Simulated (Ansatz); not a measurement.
Consider the redistribution: `OB(O)[SiH3]` + `C=C[SiH](F)OC` → `C=C[SiH](F)O[SiH3]` + `CB(O)O`.

Gas-phase electronic energies from Ansatz, PBE0-D4/def2-TZVP geometries. CCSD(T)/CBS adds triple-zeta CCSD(T) − MP2 to the extrapolated MP2 energy (def2 sets, frozen cores). This one scheme is used for every species. Functionals use def2-TZVPP. One conformer a species, not always the lowest.

`OB(O)[SiH3]`:

Cartesian coordinates in Å:
```
O 0.515 1.287 -1.031
B 0.290 0.051 -0.503
O 0.713 -1.113 -1.075
Si -0.733 -0.089 1.249
H 1.006 1.307 -1.859
H 1.198 -1.025 -1.902
H -1.186 1.243 1.733
H -1.929 -0.961 1.086
H 0.127 -0.700 2.301
```

`C=C[SiH](F)OC`:

Z-matrix (Å, degrees):
```
Si
C 1 1.850
O 1 1.626 2 111.8
F 1 1.601 2 106.8 3 121.0
H 1 1.476 2 114.1 3 -120.4
C 2 1.331 1 122.5 3 23.9
H 2 1.089 1 119.2 3 -157.4
C 3 1.412 1 125.8 2 62.6
H 6 1.087 2 121.6 1 -1.1
H 6 1.086 2 122.4 1 178.8
H 8 1.093 3 110.6 1 77.7
H 8 1.091 3 108.2 1 -163.3
H 8 1.095 3 111.8 1 -43.6
```

`C=C[SiH](F)O[SiH3]`:

Z-matrix (Å, degrees):
```
Si
C 1 1.841
O 1 1.620 2 108.9
F 1 1.597 2 109.2 3 -119.1
H 1 1.481 2 113.6 3 123.1
C 2 1.330 1 122.6 3 -5.0
H 2 1.089 1 118.9 3 175.8
Si 3 1.638 1 148.2 2 171.8
H 6 1.086 2 122.2 1 -179.4
H 6 1.086 2 121.4 1 0.8
H 8 1.486 3 110.1 1 -33.5
H 8 1.483 3 108.0 1 -153.2
H 8 1.484 3 109.8 1 87.2
```

`CB(O)O`:

Z-matrix (Å, degrees):
```
C
B 1 1.566
H 1 1.091 2 111.9
H 1 1.096 2 109.3 3 118.3
H 1 1.091 2 112.0 3 -123.3
O 2 1.370 1 118.5 3 -29.5
O 2 1.370 1 118.5 3 151.5
H 6 0.960 2 115.6 1 -178.2
H 7 0.960 2 115.6 1 178.2
```

```tsv
level	ΔE (kcal/mol)
PBE0-D4	-52.1
CCSD/CBS(def2)	-56.7
```

Question: What does CCSD(T)/CBS give? (An estimate is asked.)

Answer: Computed: -55.8 kcal/mol. The listed levels differ from it by 3.7, -0.9 kcal/mol.

Largest T1 diagnostic among the species: 0.014.

From PBE to PBE0 (25 % exact exchange), in def2-TZVPP and without D4, ΔE moves by −2.9 kcal/mol. In def2-TZVPP, CCSD(T) changes the Hartree–Fock value by +4.5 kcal/mol (the triples alone add +0.9 kcal/mol) and MP2 by +1.7 kcal/mol.
